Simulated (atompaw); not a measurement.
## manganese (Mn): PAW (atompaw) pseudisation with LDA (PW92), scalar-relativistic reference atom.

Mn, PAW, made with atompaw 4.2.0.5 (LDA (PW92), scalar-relativistic). Core [Ar], reference 3d5.5 4s1.5 4p0. Waves: 4s (bound): rc 3.00 bohr; 4s channel at 2.7 Ry: rc 3.00 bohr; 4p (bound, empty): rc 3.00 bohr; 4p channel at 0.9 Ry: rc 3.00 bohr; 3d (bound): rc 1.95 bohr; 3d channel at 0.05 Ry: rc 1.95 bohr. Local part: troulliermartins scheme with l = 3 at 0 Ry, radius 2.80 bohr. Core correction: smooth core density matched at 1.75 bohr. Augmentation charge: sinc compensation charge, radius 2.45 bohr; PAW radius 3.00 bohr; waves and projectors: custom polynom vanderbiltortho.

All-electron outer shells of the reference configuration (LDA (PW92), scalar-relativistic, ld1.x):

```json
{"shell": "3s", "level (eV)": "-83.08", "outermost node (bohr)": "0.34", "outermost maximum (bohr)": "0.74"}
{"shell": "3p", "level (eV)": "-52.24", "outermost node (bohr)": "0.31", "outermost maximum (bohr)": "0.75"}
{"shell": "3d", "level (eV)": "-5.13", "outermost node (bohr)": "–", "outermost maximum (bohr)": "0.76"}
{"shell": "4s", "level (eV)": "-4.77", "outermost node (bohr)": "1.06", "outermost maximum (bohr)": "2.57"}
{"shell": "4p", "level (eV)": "-1.23", "outermost node (bohr)": "1.17", "outermost maximum (bohr)": "3.56"}
```

Problem. Does the generator finish with these settings?

Solution. No. atompaw 4.2.0.5 stopped with "atompaw: The overlap operator has at least one negative eigenvalue!": the overlap operator built from these waves and projectors is not positive definite.
